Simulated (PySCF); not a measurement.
## CBr₂⁺: fields on a plane

These are results of UPBE0 in PySCF with C def2-TZVP, Br def2-TZVP; no relativity; density-fitted integrals, not measurements.

The doublet minimum has C–Br 1.741 Å (×2); Br–C–Br 137.2°.

The plane holds C1 at (0.00, 0.00), Br2 at (1.74, 0.00), Br3 at (-1.28, 1.18) Å. Columns run from x = -3.15 to 4.05 Å, rows from y = 3.45 (top) to -1.95 Å, in steps of 0.3 Å. Other isomers or separated fragments may lie lower.

Problem. Give the highest occupied orbital (Å^-3/2) at -13.67 eV (cut at ±0.3; overall sign arbitrary). Lower edges of the bins (Å^-3/2): '0' -0.300, '1' -0.240, '2' -0.180, '3' -0.120, '4' -0.060, '5' 0.000, '6' 0.060, '7' 0.120, '8' 0.180, '9' 0.240; top 0.30.

Solution. 
```
5555555555555555555555555
5555555555555555555555555
5555666666555555555555555
5556677776655555555555555
5556789987655555555555555
5556799998655555555555555
4455688997655555666655555
4444450176544556777665555
4432149833333457898876555
4431001112112357999976555
4432000022000235799976555
4432211357000114208876555
4443334699996303975665555
4444445799999400112455555
4444455799998520001344555
4444555689997531012344445
4445555667776533223344444
4455555566665543333444444
4455555555555544444444444
```

Problem. Give the electron density (e/Å³) (cut at 5 e/Å³). Lower edges of the bins (e/Å³): '0' 0.000, '1' 0.030, '2' 0.076, '3' 0.151, '4' 0.268, '5' 0.455, '6' 0.750, '7' 1.218, '8' 1.960, '9' 3.136; top 5.00.

Solution. 
```
0000000000000000000000000
0000000000000000000000000
0000001110000000000000000
0000122221100000000000000
0001344443110000000000000
0013466664310000000000000
0124689975421011111000000
0135799996432122332100000
0135799996543334554310000
0135689977655556776421000
0124567777776668997531000
0012345567997779999642000
0001223457997779999642000
0000112346776668997531000
0000001234555456776421000
0000000122333334554310000
0000000001111122332100000
0000000000000001111000000
0000000000000000000000000
```
